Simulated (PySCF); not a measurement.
Computed shifts of a molecule CH8FNOSi2, PySCF with PBE/pcSseg-1, GIAO, gas phase, equivalent atoms averaged, in ppm (number of nuclei): ¹³C: 5.0 (1). ²⁹Si: 6.6 (1), -32.4 (1). ¹⁵N: 15.5 (1). ¹⁹F: -187.1 (1). ¹H: 6.09 (1), 5.10 (1), 2.89 (1), 0.64 (1), 0.61 (3), 0.37 (1). References: ¹³C against TMS (σ = 182.0 ppm); ²⁹Si against TMS (σ = 335.4 ppm); ¹⁵N against NH3 (σ = 267.0 ppm); ¹⁷O against H2O (σ = 334.3 ppm); ¹⁹F against CFCl3 (σ = 133.6 ppm); ¹H against TMS (σ = 31.49 ppm), references at their B3LYP-D3(BJ)/def2-TZVP geometries, non-relativistic. Geometry: B3LYP-D3(BJ)/def2-SVP. The values are those of a single conformer.

### Question
Pick the molecule that these values belong to.
(A) C[Si@H](N)[Si@@H](O)F
(B) NC[SiH2]O[SiH2]F
(C) C[Si@H](F)O[SiH2]N
(D) CN[SiH2][Si@H](O)F

### Answer
A, C[Si@H](N)[Si@@H](O)F
